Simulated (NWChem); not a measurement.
System: GaBr2F; SMILES [F][Ga]([Br])[Br]

The following NWChem deck was run.

```
start job
memory heap 200 mb stack 900 mb global 1100 mb
geometry units angstroms noautoz
  Ga     0.000000     0.000000     0.527601
  F      0.000000     0.000000     2.285516
  Br    -2.007887     0.000000    -0.536796
  Br     2.007887     0.000000    -0.536796
end
basis spherical
  Ga library def2-svp
  F library def2-svp
  Br library def2-svp
end
dft
  xc hfexch
  iterations 150
  mulliken
end
task dft energy
```

Parts of the log:

```
             Northwest Computational Chemistry Package (NWChem) 7.3.0
             --------------------------------------------------------

 C2V symmetry detected

                             Geometry "geometry" -> ""
                             -------------------------

 Output coordinates in angstroms (scale by  1.889725989 to convert to a.u.)

  No.       Tag          Charge          X              Y              Z
 ---- ---------------- ---------- -------------- -------------- --------------
    1 Ga                  31.0000     0.00000000     0.00000000     0.53351414
    2 F                    9.0000     0.00000000     0.00000000     2.29142914
    3 Br                  35.0000    -2.00788700     0.00000000    -0.53088286
    4 Br                  35.0000     2.00788700     0.00000000    -0.53088286

 Effective nuclear repulsion energy (a.u.)     846.9554207763

      Symmetry information
      --------------------

 Group name             C2v
 Group number             16
 Group order               4
 No. of unique centers     3

  xc_inp: hfexch multiplicative factor not found.

                                 NWChem DFT Module
                                 -----------------

 Summary of "ao basis" -> "ao basis" (spherical)
 ------------------------------------------------------------------------------
       Tag                 Description            Shells   Functions and Types
 ---------------- ------------------------------  ------  ---------------------
 Ga                         def2-svp                12       32   5s4p3d
 F                          def2-svp                 6       14   3s2p1d
 Br                         def2-svp                12       32   5s4p3d

      Symmetry analysis of basis
      --------------------------

        a1         44
        a2         14
        b1         32
        b2         20

            General Information
            -------------------
          SCF calculation type: DFT
          Wavefunction type:  closed shell.
          No. of atoms     :     4
          No. of electrons :   110
           Alpha electrons :    55
            Beta electrons :    55
          Charge           :     0
          Spin multiplicity:     1
          Use of symmetry is: on ; symmetry adaption is: on
          Maximum number of iterations: 150
          AO basis - number of functions:   110
                     number of shells:    42
          Convergence on energy requested:  1.00D-06
          Convergence on density requested:  1.00D-05
          Convergence on gradient requested:  5.00D-04

              XC Information
              --------------
                     Hartree-Fock (Exact) Exchange  1.000

      Superposition of Atomic Density Guess
      -------------------------------------

 Sum of atomic energies:       -7166.43998947

      Non-variational initial energy
      ------------------------------

 Total energy =   -7166.882249
 1-e energy   =  -11679.355950
 2-e energy   =    3665.518280
 HOMO         =      -0.398441
 LUMO         =      -0.055489

      Symmetry analysis of molecular orbitals - initial
      -------------------------------------------------

  Numbering of irreducible representations:

     1 a1          2 a2          3 b1          4 b2

  Orbital symmetries:

     1 a1          2 b1          3 a1          4 a1          5 b1
     6 b1          7 a1          8 a1          9 b2         10 b1
    11 a2         12 a1         13 b1         14 a1         15 b2
    16 a1         17 a1         18 b1         19 a1         20 b1
    21 a1         22 b2         23 a2         24 b1         25 a1
    26 b1         27 a1         28 b2         29 a1         30 b1
    31 a1         32 b2         33 a2         34 b1         35 a1
    36 b2         37 a2         38 b1         39 a1         40 a1
    41 b1         42 b2         43 a2         44 a1         45 a1
    46 b1         47 a1         48 b1         49 b2         50 a1
    51 b1         52 b2         53 a1         54 a2         55 b1
    56 a1         57 b2         58 a1         59 b1         60 a1
    61 b1         62 a1         63 b2         64 a2         65 b2

     ---------------------------------------------
      Total Density - Mulliken Population Analysis
     ---------------------------------------------

    Atom       Charge   Shell Charges
 -----------   ------   -------------------------------------------------------
    1 Ga  31    29.52   2.00  2.00  2.00  0.70  0.08  6.00  5.98  0.44  0.20  8.11  1.83  0.18
    2 F    9     9.71   1.99  1.15  0.81  3.55  2.21  0.00
    3 Br  35    35.39   2.00  2.00  2.00  1.37  0.58  6.00  5.99  2.36  3.09  8.23  1.73  0.05
    4 Br  35    35.39   2.00  2.00  2.00  1.37  0.58  6.00  5.99  2.36  3.09  8.23  1.73  0.05

   convergence    iter        energy       DeltaE   RMS-Dens  Diis-err
 ---------------- ----- ----------------- --------- --------- ---------
 d= 0,ls=0.0,diis     1  -7166.6574377092 -8.01D+03  7.02D-03  5.74D-01
 d= 0,ls=0.0,diis     2  -7166.7034484021 -4.60D-02  2.47D-03  3.02D-01
 d= 0,ls=0.0,diis     3  -7166.7283692220 -2.49D-02  5.18D-04  2.10D-03
 d= 0,ls=0.0,diis     4  -7166.7288125970 -4.43D-04  1.81D-04  2.68D-04
 d= 0,ls=0.0,diis     5  -7166.7288702547 -5.77D-05  4.15D-05  1.32D-05
  Resetting Diis
 d= 0,ls=0.0,diis     6  -7166.7288733645 -3.11D-06  1.34D-05  1.37D-06
 d= 0,ls=0.0,diis     7  -7166.7288737027 -3.38D-07  4.37D-06  1.37D-07

         Total DFT energy =    -7166.728873702719
      One electron energy =   -11678.621811648400
           Coulomb energy =     3928.047064506712
    Exchange-Corr. energy =     -263.109547337341
 Nuclear repulsion energy =      846.955420776308

 Numeric. integr. density =        0.000000000000

                  Occupations of the irreducible representations
                  ----------------------------------------------

[...]
```

Level: Hartree-Fock/def2-SVP. All runs use the structure optimised with PBE-D3(BJ)/def2-SVP.
